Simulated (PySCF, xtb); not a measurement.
FH6NOSi2, SMILES N([SiH2]F)[SiH2]O. One conformer was computed; it need not be the lowest.

Harmonic wavenumbers (cm⁻¹) from xtb with GFN2-xTB at its own minimum, in rising order: 38, 66, 121, 222, 232, 287, 355, 527, 546, 562, 604, 722, 725, 749, 778, 797, 809, 825, 907, 1001, 1196, 2271, 2302, 2315, 2343, 3453, 3665.

Task: What does PBE-D3(BJ)/def2-SVP in PySCF give at its own minimum? (An estimate is asked for; the answer gives what the named calculation found.)

Result: 43, 60, 193, 224, 292, 327, 469, 566, 577, 716, 755, 801, 818, 837, 877, 886, 912, 922, 929, 951, 1155, 2167, 2199, 2215, 2216, 3489, 3753. Paired by order, the mean absolute difference is 74 cm⁻¹ and the zero-point energies are 40.6 and 42.0 kcal/mol.
